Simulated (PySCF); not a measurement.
Geometries of 2 isomers of C4H5B, from PySCF 2.14.0, PBE0-D3(BJ)/def2-SVP geometry optimisation, gas phase. One conformer each, no zero-point energy, no frequencies.

Problem. Which isomer lies lower at this level?
A.
```xyz
10
angstrom
B     -1.010    1.204    0.393
C     -0.252   -0.104    0.033
C     -0.932   -1.278    0.059
C      1.134   -0.069   -0.320
C      2.310   -0.003   -0.615
H     -2.182    1.128    0.682
H     -0.454    2.274    0.387
H     -1.991   -1.290    0.330
H     -0.460   -2.236   -0.183
H      3.350    0.053   -0.877
```
B.
```xyz
10
angstrom
C      2.354   -0.663    0.481
C      1.461    0.113    0.181
B      0.353    1.087   -0.191
C     -1.114    0.621   -0.352
C     -1.483   -0.663   -0.189
H      3.149   -1.338    0.744
H      0.651    2.248   -0.359
H     -1.890    1.350   -0.612
H     -0.745   -1.430    0.071
H     -2.520   -0.998   -0.305
```

Solution. B. That is `C#CBC=C`, 14.7 kcal/mol below the other.

```csv
SMILES,atoms numbered as above,E (Eh),relative (kcal/mol),relative (kJ/mol),dipole (D)
C#CBC=C,[CH:1]#[C:2][BH:3][CH:4]=[CH2:5],-179.82962,0.0,0.0,1.34
BC(=C)C#C,[BH2:1][C:2](=[CH2:3])[C:4]#[CH:5],-179.80618,14.7,61.6,1.17
```
